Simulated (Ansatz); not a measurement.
Question: Name a neutral molecule of Hf, O with size of the dipole moment (ωB97M-V/def2-TZVPP) between 8.40 and 8.70 D and zero-point energy (PBE0-D4/def2-TZVP) between -3 and 13 kJ/mol (Ansatz, PBE0-D4/def2-TZVP geometry).

Answer: `[O]=[Hf]=[O]` (8.46 D, 12.4 kJ/mol). Other molecules can fit too; these were computed, each in one conformer that needn't be the lowest.
